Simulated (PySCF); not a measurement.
Molecule: `C(=C=CC)C(C)=O`, C$_{6}$H$_{8}$O.

Cartesian coordinates in Å; atom numbers follow the order of the lines, from 1:
```xyz
15

C     2.227   -0.614    1.027
C     1.577   -0.324   -0.293
C     0.605    0.514   -0.465
C    -0.394    1.339   -0.620
C    -1.814    0.947   -0.517
C    -2.070   -0.497   -0.160
O    -2.704    1.745   -0.697
H     1.759   -0.043    1.824
H     3.285   -0.360    0.983
H     2.145   -1.677    1.254
H     1.980   -0.859   -1.144
H    -0.222    2.383   -0.846
H    -1.521   -1.153   -0.831
H    -1.722   -0.683    0.854
H    -3.134   -0.710   -0.219
```

Frames of a GFN2-xTB Langevin trajectory at 400 K; GIAO PBE0/pcSseg-1 shieldings in PySCF 2.14.0 with density-fitted response routines, gas phase, non-relativistic; equivalent atoms averaged within each frame.

Referencing at the same level of theory: ¹³C (186.93 ppm), ¹H (31.72 ppm) vs TMS; ¹⁷O (336.08 ppm) vs H2O. The references are static minima.

**Question.** How do the shifts (ppm) fluctuate along the trajectory?

**Answer.** 
| time (fs) | C3 | C5 | C4 | C2 | C6 | C1 | O7 | H11 | H12 | H8/H9/H10 |
| --- | --- | --- | --- | --- | --- | --- | --- | --- | --- | --- |
| optimised geometry | 226.8 | 200.9 | 100.8 | 95.9 | 29.7 | 17.3 | 694.6 | 5.73 | 5.78 | 1.95 |
| 250 | 222.9 | 187.6 | 99.0 | 95.7 | 23.7 | 17.0 | 613.1 | 6.01 | 5.01 | 2.10 |
| 425 | 244.8 | 192.3 | 109.9 | 102.0 | 22.5 | 10.5 | 663.3 | 6.53 | 5.91 | 2.18 |
| 625 | 231.2 | 213.8 | 105.3 | 93.5 | 50.7 | 18.1 | 783.1 | 5.13 | 6.60 | 1.76 |
| 800 | 219.6 | 198.1 | 101.9 | 91.7 | 25.3 | 16.4 | 713.5 | 5.88 | 6.43 | 2.69 |
| 1000 | 217.5 | 206.3 | 100.4 | 90.2 | 23.1 | 20.2 | 737.3 | 5.30 | 5.74 | 1.95 |
| mean of frames | 227.2 | 199.6 | 103.3 | 94.6 | 29.1 | 16.5 | 702.0 | 5.77 | 5.94 | 2.14 |
| standard deviation | 11.1 | 10.6 | 4.4 | 4.6 | 12.2 | 3.6 | 65.9 | 0.57 | 0.63 | 0.35 |

5 frames give an uncertainty of the mean of about the standard deviation over 2.2 at best, since frames this close in time may not be independent; classical motion lacks zero-point vibration, and the reference would need the same averaging.
